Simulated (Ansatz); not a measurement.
SiHMe2Br (C₂H₇BrSi). Charge 0, multiplicity 1. Geometry r2SCAN-D4/def2-SVP, basis def2-TZVP, Ansatz.

```
run  HOMO (eV)  LUMO (eV)
  A      -6.76      -0.31
  B      -9.21       1.46
  C      -7.83       0.28
  D     -11.01       3.49
  E      -6.65      -0.28
  F      -8.08       0.51
```

B3LYP takes the VWN-RPA correlation.

**Question.** The runs used B3LYP, BHLYP, BLYP, HF, PBE0, revPBE. Estimate which is which.

**Answer.** A revPBE (0 % exact exchange); B BHLYP (50 % exact exchange); C B3LYP (20 % exact exchange); D HF (100 % exact exchange); E BLYP (0 % exact exchange); F PBE0 (25 % exact exchange). Exact exchange lowers occupied and raises empty levels; among semilocal functionals meta-GGAs tend to open the gap a little, and such runs are hard to tell apart. The gap grows from 6.37 eV (BLYP) to 14.51 eV (HF).
